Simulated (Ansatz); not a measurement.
The cluster Li₆H₇, relaxed as a doublet with UKS PBE0-D4/def2-TZVP in Ansatz, starting from the GFN2-xTB geometry. Force threshold 0.02 eV/Å.

The structure comes from a short search, and lower isomers may exist.

Start:

```xyz
13

Li   -1.065   -2.028    0.312
Li   -1.415    1.740    0.976
Li   -1.000   -0.684   -1.773
Li    0.756    0.747    1.741
Li    1.423   -1.182   -0.057
Li    0.364    1.259   -0.902
H     2.381   -2.144    0.544
H    -1.116    2.096   -0.554
H    -1.131   -2.177   -1.361
H     1.675    0.563    0.324
H     0.261    0.318   -2.196
H    -0.055    2.075    2.051
H    -1.077   -0.581    0.893
```

```json
{"step": "1", "energy (eV)": "-1335.6633", "largest force component (eV/Å)": "1.893", "SCF passes": "22"}
{"step": "2", "energy (eV)": "-1336.5454", "largest force component (eV/Å)": "1.283", "SCF passes": "25"}
{"step": "3", "energy (eV)": "-1337.0100", "largest force component (eV/Å)": "1.063", "SCF passes": "24"}
{"step": "4", "energy (eV)": "-1337.3746", "largest force component (eV/Å)": "0.732", "SCF passes": "22"}
{"step": "5", "energy (eV)": "-1337.6111", "largest force component (eV/Å)": "0.273", "SCF passes": "19"}
{"step": "6", "energy (eV)": "-1337.8305", "largest force component (eV/Å)": "0.277", "SCF passes": "18"}
{"step": "7", "energy (eV)": "-1338.1214", "largest force component (eV/Å)": "0.373", "SCF passes": "17"}
{"step": "8", "energy (eV)": "-1338.3962", "largest force component (eV/Å)": "0.447", "SCF passes": "17"}
{"step": "9", "energy (eV)": "-1338.6412", "largest force component (eV/Å)": "0.485", "SCF passes": "17"}
{"step": "10", "energy (eV)": "-1338.8614", "largest force component (eV/Å)": "0.425", "SCF passes": "16"}
{"step": "11", "energy (eV)": "-1339.0417", "largest force component (eV/Å)": "0.345", "SCF passes": "20"}
{"step": "12", "energy (eV)": "-1339.1858", "largest force component (eV/Å)": "0.307", "SCF passes": "17"}
{"step": "13", "energy (eV)": "-1339.2787", "largest force component (eV/Å)": "0.479", "SCF passes": "20"}
{"step": "14", "energy (eV)": "-1339.3338", "largest force component (eV/Å)": "0.137", "SCF passes": "17"}
{"step": "15", "energy (eV)": "-1339.3525", "largest force component (eV/Å)": "0.156", "SCF passes": "18"}
{"step": "16", "energy (eV)": "-1339.3651", "largest force component (eV/Å)": "0.109", "SCF passes": "16"}
{"step": "17", "energy (eV)": "-1339.3856", "largest force component (eV/Å)": "0.170", "SCF passes": "17"}
{"step": "18", "energy (eV)": "-1339.4065", "largest force component (eV/Å)": "0.197", "SCF passes": "16"}
{"step": "19", "energy (eV)": "-1339.4197", "largest force component (eV/Å)": "0.057", "SCF passes": "16"}
{"step": "20", "energy (eV)": "-1339.4219", "largest force component (eV/Å)": "0.018", "SCF passes": "17"}
```

Force components are those of the run's own axes.

End:

Cartesian coordinates in Å:
```
Li -0.650 -1.707 0.672
Li -1.327 1.152 0.926
Li -0.916 -0.064 -1.762
Li 0.681 0.250 2.027
Li 1.188 -1.252 -1.286
Li 0.479 1.671 -0.683
H 1.294 -1.007 0.655
H -1.374 1.346 -0.820
H -0.538 -1.724 -1.091
H 0.798 -0.392 0.301
H 0.907 0.375 -1.908
H 0.441 1.760 1.148
H -0.983 -0.407 1.822
```

Bonds formed: Li2–H13, Li3–H8, Li4–H13, Li5–H9, Li5–H11, Li6–H12 (atoms count from 1). Metal–metal contacts that move far: Li4–Li5 2.72 to 3.67 Å, Li1–Li4 3.61 to 2.73 Å, Li3–Li5 3.01 to 2.46 Å. The end is the same structure that another start reached.

No frequencies were taken in this run, so the end may be a saddle point.

Run time 48 s (2 threads of Arm Neoverse V2 on a shared host).
